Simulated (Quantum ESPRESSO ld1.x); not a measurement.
Problem. Species: Ce+. Configuration: [Xe] 5d1 6p2 (not the ground configuration). Method: scalar-relativistic Kohn-Sham, LDA (Slater exchange, VWN5 correlation), spin-polarised, spherical densities, point nucleus; open shells are filled with parallel spins first; computed with ld1.x of Quantum ESPRESSO 7.5. Some entries of the table are withheld. Estimate them.

orbital  occ.  eigenvalue (hartree)  <r> (bohr)  r(max) (bohr)
1s up       1              -1479.08     0.02459        0.01575
1s down     1              -1479.08     0.02459        0.01575
2s up       1              -237.448      0.1053        0.08915
2s down     1              -237.446      0.1053        0.08915
2p up       3              -212.831     0.09240        0.07169
2p down     3              -212.829     0.09240        0.07169
3s up       1              -51.7028      0.2791         0.2550
3s down     1              -51.7013      0.2791         0.2550
3p up       3              -43.8735      0.2770         0.2495
3p down     3              -43.8718      0.2770         0.2495
3d up       5              -32.7202      0.2538         0.2052
3d down     5              -32.7182      0.2538         0.2052
4s up       1              -10.9996      0.6359         0.5923
4s down     1              -10.9961      0.6359         0.5923
4p up       3              -8.43242      0.6725         0.6180
4p down     3              -8.42881      0.6724         0.6181
4d up       5              -4.73322      0.7382         0.6498
4d down     5              -4.72899      0.7379         0.6498
5s up       1                   (1)       1.476          1.347
5s down     1                   (2)       1.472          1.345
5p up       3              -1.33255       1.686            (3)
5p down     3              -1.30977       1.677            (4)
5d up       1              -0.49715         (5)          1.975
5d down     0              -0.46134         (6)          1.953
6p up       2              -0.28807       4.352          3.947
6p down     0              -0.24259       4.523          4.001

Solution. 
(1) 5s up eigenvalue (hartree): -2.00729
(2) 5s down eigenvalue (hartree): -1.98888
(3) 5p up r(max) (bohr): 1.505
(4) 5p down r(max) (bohr): 1.501
(5) 5d up <r> (bohr): 2.393
(6) 5d down <r> (bohr): 2.351
